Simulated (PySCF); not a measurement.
O3Te, SMILES O=[Te+2]([O-])[O-].

The structure is a stationary point at PBE-D3(BJ)/def2-SVP. The def2 effective core potentials stand for the cores of Te; spin–orbit coupling is left out.

These are PBE0/def2-TZVPD run with PySCF values and carry that method's errors.

Symmetry labels are those of the subgroup C2v that the program uses (full group D3h).

Task: List the valence orbital energies around the gap with their symmetry. (The exact figures need the calculation; the answer reports its results.)

Result: 
```json
[
 {"orbital": "HOMO−7", "symmetry": "A1", "energy (eV)": "-12.87"},
 {"orbital": "HOMO−6", "symmetry": "B1", "energy (eV)": "-12.87"},
 {"orbital": "HOMO−5", "symmetry": "B2", "energy (eV)": "-12.44"},
 {"orbital": "HOMO−4", "symmetry": "B1", "energy (eV)": "-10.33"},
 {"orbital": "HOMO−3", "symmetry": "A1", "energy (eV)": "-10.33"},
 {"orbital": "HOMO−2", "symmetry": "A2", "energy (eV)": "-10.19"},
 {"orbital": "HOMO−1", "symmetry": "B2", "energy (eV)": "-10.19"},
 {"orbital": "HOMO", "symmetry": "B1", "energy (eV)": "-9.99"},
 {"orbital": "LUMO", "symmetry": "A1", "energy (eV)": "-5.17"},
 {"orbital": "LUMO+1", "symmetry": "B2", "energy (eV)": "-4.61"},
 {"orbital": "LUMO+2", "symmetry": "A1", "energy (eV)": "-0.06"},
 {"orbital": "LUMO+3", "symmetry": "B1", "energy (eV)": "-0.06"}
]
```
